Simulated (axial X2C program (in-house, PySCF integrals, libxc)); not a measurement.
NaGe⁺ at several levels of theory

All values were computed with an axial X2C code built on PySCF integrals. Spin-free means the one-electron spin-free X2C Hamiltonian; two-component (2c) means X2C with spin–orbit coupling and atomic mean-field two-electron Coulomb and Gaunt terms, so the difference of the two also holds small scalar two-electron terms. Basis: Ge dyall-cv3z [9s9p7d4f1g], Na dyall-cv3z [9s8p5d2f] (cores contracted in-house); Gaussian nuclei, density fitting, unrestricted open shells. Masses: Ge 73.921 u, Na 22.990 u.

Input:
```json
{"zs": [32, 11], "q": 1, "bas": ["dyall-cv3z", "dyall-cv3z"], "levels": ["PBE0", "HF", "M06"], "cc": true, "r0": 2.76, "thr": -1.0, "nmax": 90, "npts": 10, "nst": 2, "ntry": 6}
```
```bash
python so2c.py task.json out
```

Keys: zs atomic numbers; q charge; bas basis sets; levels methods; cc coupled cluster on or off; r0 starting distance in Å; thr threshold in hartree for freezing inner shells (an s shell follows its p shell); nmax most natural virtual spinors; npts points on the curve; nst determinants followed; ntry starts of the search. HF also brings MP2.

State, spin-free: M_S = 1, Λ = 1 (beyond evenly filled blocks: σα, π+α); electrons by block: σα: 11, σβ: 10, π+α: 5, π+β: 4, π-α: 4, π-β: 4, δ+α: 1, δ+β: 1, δ-α: 1, δ-β: 1. Fragments: Ge + Na+.

State, 2c: Ω = 2 (⟨Sz⟩ = 1.00, ⟨Lz⟩ = 1.00 at PBE0); electrons by block: 1/2: 15, -1/2: 14, 3/2: 6, -3/2: 5, 5/2: 1, -5/2: 1. Fragments: Ge + Na+.

```
Hamiltonian    level  Re (Å)  ωe (cm⁻¹)  De (eV)  k (mdyn/Å)  μ (D)
  spin-free     PBE0   3.178      122.0    0.548       0.154   8.43
  spin-free       HF   3.251      118.1    0.417       0.144   9.11
  spin-free      MP2   3.249      117.3    0.469       0.142    n/a
  spin-free     CCSD   3.247      117.6    0.464       0.143    n/a
  spin-free  CCSD(T)   3.248      117.5    0.469       0.143    n/a
         2c     PBE0   3.178      121.9      n/a       0.154   8.44
         2c       HF   3.252      117.9      n/a       0.144   9.11
         2c      MP2   3.250      117.1      n/a       0.142    n/a
         2c     CCSD   3.248      117.3      n/a       0.142    n/a
         2c  CCSD(T)   3.249      117.2      n/a       0.142    n/a
```

Correlated methods: 4 electrons correlated (number of frozen shells: Ge 3 s, 2 p, 1 d; Na 2 s, 1 p), 258 virtual spin orbitals or spinors in MP2, 51 natural virtuals in coupled cluster.

Dipoles are positive if Na is the positive end and refer to the centre of mass.

Occupations by symmetry block were frozen at the best pattern of an incomplete PBE0 search. Dissociation energies refer to the lowest single-determinant-based atoms at the same level and basis. De is not given where an atomic determinant may have missed its ground term or J level, or where the truncated virtual space spoils (T). Density functionals use the spin component along the axis (collinear). Coupled cluster ran in a truncated set of natural virtual spinors; the MP2 energy of the rest was added. (T) has no such correction and the atoms are truncated less, which lowers De at CCSD(T) by a hundredth of an eV or more. Other states lie close and PBE0, whose exact exchange favours high spin, may order them wrongly; the determinant shown need not be the ground state. The nearest other spin-free determinant of the search, M_S = 0, Λ = 1, lies 0.30 eV up at the distance of the search. Without a current term, density functionals place determinants with orbital angular momentum somewhat too high. The atomic limit has a lower orbital projection than the molecule and lies lower at mean-field level, so De may be about a tenth of an eV too small. With several unpaired electrons one determinant need not be a pure state. Open-shell Ω = 0 determinants with evenly filled partner blocks cannot be reached by this program, so the Ω shown need not be the lowest component. With the outer-core shells frozen, correlated bond lengths of heavy atoms tend to come out a few hundredths of an ångström too long.

No reliable constants came from M06 (2c), M06 (spin-free): no minimum in range, unconverged points, a curve that is not smooth, a change of character along it, or the two Hamiltonians disagreeing along it.

Rough cost a point (2c) on 1 thread(s) of a shared host, integrals apart: PBE0 0.3 s, HF 0.22 s, CCSD(T) 0.4 s.

The whole task took 44 s on 1 thread of AMD EPYC 9B45 (Zen 5), with other jobs on the host.
